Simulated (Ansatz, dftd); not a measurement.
Reaction: SiH2SCl (SMILES S[SiH]Cl, doublet) → SiH2SCl (SMILES [SiH2](Cl)[S], doublet)
Each species at its own B3LYP-D3(BJ)/def2-TZVP minimum (Ansatz, a program for electronic structure), one conformer.

Wanted: isomerisation energy (electronic), in kcal/mol. UHF or UKS for unpaired electrons; spin-orbit terms are left out. Cores are frozen in correlated methods. Rows without X2C or -DK are non-relativistic. CBS(X,Y): correlation extrapolated as X^-3, Hartree-Fock from the larger set. A bracket is a step between two methods taken in the basis named. The functionals are non-relativistic, so their misses hold any scalar relativity. 'core' is core correlation in cc-pwCVTZ (1s frozen past Ne), 'X2C' scalar relativity in cc-pVTZ-DK, both at CCSD(T).

Compared with CCSD(T)/CBS(cc-pV(T+d)Z,cc-pV(Q+d)Z) + [CCSDT(Q) - CCSD(T)]/cc-pV(D+d)Z + core + X2C (Ansatz): -1.5 kcal/mol.

Costs are rough ratios of core time, to one figure, on one kind of shared machine, summed over the single points of the molecules; atoms, geometries and frequencies are left out. The first row took roughly 30 core seconds; short runs hold start-up time.

```
level                            program  cost relative to the first row  difference (kcal/mol)
------------------------  --------------  ------------------------------  ---------------------
B3LYP-D3(BJ)/def2-TZVPD   Ansatz + dftd3                               1                    0.5
PBE-D3(BJ)/def2-TZVPD     Ansatz + dftd3                               1                    4.2
PBE-D4/def2-TZVPD         Ansatz + dftd4                               1                    4.3
PBE/def2-TZVPD                    Ansatz                               1                    4.0
r2SCAN-D3(BJ)/def2-TZVPD  Ansatz + dftd3                               2                    2.2
CCSD(T)/cc-pV(D+d)Z               Ansatz                               2                   -1.9
wB97M-V/def2-TZVPD                Ansatz                               2                   -0.4
```

The dearest row costs roughly 2 times the first. Costs within a factor of two don't rank. The table holds for this case alone.
